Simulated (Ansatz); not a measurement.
Ideal-gas functions of `[CH3][Ge][Cl]` at 800 K and 1 bar, from an Ansatz frequency run at PBE0-D4/def2-TZVP.

Molar mass 123.1 g/mol, point group Cs (symmetry number 1), electronic degeneracy 1, moments of inertia 49.412, 137.842, 184.126 u Å². Harmonic wavenumbers (cm⁻¹, unscaled): 88, 194, 387, 558, 576, 747, 1220, 1423, 1430, 3035, 3122, 3143.

Use S(trans) = R[1.5 ln M + 2.5 ln T − 1.1517]; rotational temperatures θ = 24.2544 K / I; S(rot) = R[ln(√π/σ · √(T³/θAθBθC)) + 1.5]; for each mode x = 1.438777 ν̃/T, S = R[x/(eˣ − 1) − ln(1 − e⁻ˣ)] and H = RT x/(eˣ − 1); 1 cm⁻¹ = 0.0119627 kJ/mol; R = 8.31446 J/(mol·K).

Problem. By hand: the entropy, in J/(mol·K).

Solution. Translation 189.4. Rotation: θ = 0.4909, 0.176, 0.1317 K, giving 119.2. Vibration, mode by mode: 23.65, 17.11, 11.49, 8.63, 8.38, 6.46, 3.27, 2.45, 2.43, 0.23, 0.20, 0.19, in all 84.5. Electronic 0.0. Sum 393.1 J/(mol·K).

Problem. By hand: H − E and G − E in kJ/mol, counted from the electronic energy.

Solution. Zero-point energy ½ × 15923 × 0.0119627 = 95.2; thermal vibration 32.2; translation, rotation and pV give 4 RT = 26.6. H − E = 154.0 kJ/mol, and G − E = 154.0 − 800 × 393.1/1000 = -160.5 kJ/mol.

Vibration gives 21 % of the entropy, 23.7 J/(mol·K) of it from the mode under 150 cm⁻¹: soft modes count most, and the harmonic formula is weakest for them.
